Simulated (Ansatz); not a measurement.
Born–Oppenheimer molecular dynamics of BrFGeH$_{4}$ (7 atoms, charge 0, multiplicity 1). It starts at the highest image of a converged band, a first-order saddle point between two minima.

All numbers below come from RKS PBE/def2-SVP in Ansatz.

```yaml
ensemble: NVE (velocity Verlet)
time_step: 0.5 fs
steps_asked: 200
starting_velocities_drawn_for: 100 K
seed: 9953
```

First frame:

```xyz
7
Properties=species:S:1:pos:R:3
Ge -0.177 0.000 -0.152
F -0.017 0.000 1.951
H 1.371 0.000 0.006
H -0.608 1.328 -0.810
H -0.608 -1.328 -0.810
Br -2.634 0.000 1.092
H -1.074 0.000 2.034
```

Problem. How far do the bonds stretch over the last three quarters of this one trajectory? (Pairs bonded in most of those frames.)

Solution. 
| bond | mean (Å) | spread (Å) | shortest | longest |
| --- | --- | --- | --- | --- |
| Ge1–H3 | 1.550 | 0.009 | 1.53 | 1.57 |
| Ge1–H4 | 1.545 | 0.005 | 1.54 | 1.56 |
| Ge1–H5 | 1.549 | 0.017 | 1.52 | 1.58 |
| Ge1–Br6 | 2.697 | 0.092 | 2.48 | 2.79 |
| F2–H7 | 0.999 | 0.025 | 0.95 | 1.05 |

Pairs bonded in part of these frames only: Ge1–F2 19 %, Br6–H7 9 %.

Mean temperature of the second half: 263 K. The conserved energy stayed within 0.018 meV per atom of its start (net change 0.0061 meV per atom), so the integration is sound. The kinetic energy rose, since the run started high on the potential surface and went downhill. It ends in pieces (BrGeH3 + FH), so much of that is their flight and rotation, not heat. A run of 0.1 ps of so small a system gives no equilibrium averages. The orbitals stay closed-shell, which can raise the energy where a bond breaks towards radicals; this wasn't checked here.

Run time: 4.4 min on 2 threads of Intel(R) Xeon(R) Platinum 8259CL CPU @ 2.50GHz (Skylake/Cascade Lake) (shared host), peak memory 0.16 GiB.
